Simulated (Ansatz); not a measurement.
Total energies of SnH(OMe)3 (C₃H₁₀O₃Sn) from Ansatz at LC-ωPBE/def2-TZVP, gas phase (1 Eh = 27.2114 eV = 2625.5 kJ/mol). The reference geometry is relaxed at PBE-D4/def2-SVP.

Cartesian coordinates in Å:
```
Sn 1.0155 -0.9872 -0.7091
H 2.1109 -2.0609 -1.4716
O -0.5577 -0.5817 -1.8927
C -1.8283 -0.3745 -1.2973
H -2.6057 -0.5147 -2.0799
H -1.9464 0.6594 -0.8917
H -2.0499 -1.0886 -0.4705
O 1.9034 0.7585 -0.2587
C 1.1332 1.9488 -0.2949
H 1.8306 2.8119 -0.3674
H 0.5222 2.0907 0.6293
H 0.4419 2.0004 -1.1680
O 0.2987 -1.7682 0.9988
C 0.0001 -0.8970 2.0772
H -0.0668 -1.5051 3.0058
H -0.9798 -0.3763 1.9492
H 0.7781 -0.1157 2.2415
```

```json
{"state": "charge 0 singlet", "geometry": "reference", "energy (Eh)": "-560.27737"}
{"state": "charge 1 doublet", "geometry": "reference", "energy (Eh)": "-559.90419"}
{"state": "free Sn atom (triplet)", "geometry": "–", "energy (Eh)": "-214.27747"}
{"state": "free H atom (doublet)", "geometry": "–", "energy (Eh)": "-0.50601"}
{"state": "free O atom (triplet)", "geometry": "–", "energy (Eh)": "-75.04943"}
{"state": "free C atom (triplet)", "geometry": "–", "energy (Eh)": "-37.82224"}
```

In the def2 sets Sn takes a core potential; there is no spin–orbit coupling. LC-ωPBE has ω = 0.4 bohr⁻¹.

(1) Work out the vertical ionisation energy to the doublet.

(2) What is the binding energy per atom against free atoms?

(1) E(charge 1 doublet) − E(charge 0 singlet) = -559.90419 − (-560.27737) = 0.37318 Eh = 10.15 eV. For comparison, −ε of the highest occupied level is 10.59 eV at this level, 0.44 eV more.

(2) Atoms: 1 × (-214.27747) + 10 × (-0.50601) + 3 × (-75.04943) + 3 × (-37.82224) = -557.95258 Eh. Binding: -557.95258 − (-560.27737) = 2.32479 Eh = 63.26 eV, or 3.72 eV for each of 17 atoms (no zero-point energy, no counterpoise term).
